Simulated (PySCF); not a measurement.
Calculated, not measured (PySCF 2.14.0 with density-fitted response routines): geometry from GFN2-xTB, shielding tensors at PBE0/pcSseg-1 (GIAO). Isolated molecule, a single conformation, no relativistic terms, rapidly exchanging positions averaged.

δ = σ(ref) − σ, references computed at the same level: ¹H (31.72 ppm), ¹³C (186.93 ppm) against TMS. Shifts are as computed. Against solution values, carbons near 30 ppm lie about +3 ppm off and those near 130 ppm about +5 ppm. Of 1211 compounds with measured shifts, 218 miss one by over three times the rms of a fit or turn the order of signals round; such compounds aren't used in these exercises.

(1) Order these molecules by the shift of their most shielded carbon, lowest δ first.
A. C1C[C@H]2CC[C@@H]1C2
B. CC#C[Si@@H]1C=C[SiH2]O[SiH2]1
C. C=CCC1CCC1
D. N#Cc1cccn1[SiH3]

(2) Order these molecules by the shift of their most shielded carbon-bound hydrogen, lowest δ first.
A. N#Cc1cccn1[SiH3]
B. C[C@@H]1C[C@@]12C[C@@H]2C
C. C1C[C@H]2CC[C@@H]1C2
D. C=CCC1CCC1
E. CC#C[Si@@H]1C=C[SiH2]O[SiH2]1

(3) How many ¹³C and ¹H signals does each give (equivalence by symmetry and fast rotation, but not about amide C–N or C=N bonds)? `C=CCC1CCC1`, `CC#C[Si@@H]1C=C[SiH2]O[SiH2]1`, `C1C[C@H]2CC[C@@H]1C2`, `C[C@@H]1C[C@@]12C[C@@H]2C`, `N#Cc1cccn1[SiH3]`

Answers

(1) B (6.3 ppm, propargylic methyl carbon), C (16.7 ppm, sp3 CH2 in a ring), A (32.5 ppm, sp3 CH2 in a ring), D (112.5 ppm, substituted aromatic carbon next to a ring nitrogen).

(2) B (0.33 ppm, hydrogen on a three-membered-ring carbon), C (1.08 ppm, hydrogen on an sp3 CH2 in a ring), D (1.66 ppm, hydrogen on an sp3 CH2 in a ring), E (2.08 ppm, hydrogen on a propargylic methyl carbon), A (6.57 ppm, hydrogen on an aromatic CH).

(3) C=CCC1CCC1: 6 C, 9 H; CC#C[Si@@H]1C=C[SiH2]O[SiH2]1: 5 C, 8 H; C1C[C@H]2CC[C@@H]1C2: 3 C, 4 H; C[C@@H]1C[C@@]12C[C@@H]2C: 7 C, 8 H; N#Cc1cccn1[SiH3]: 5 C, 4 H.
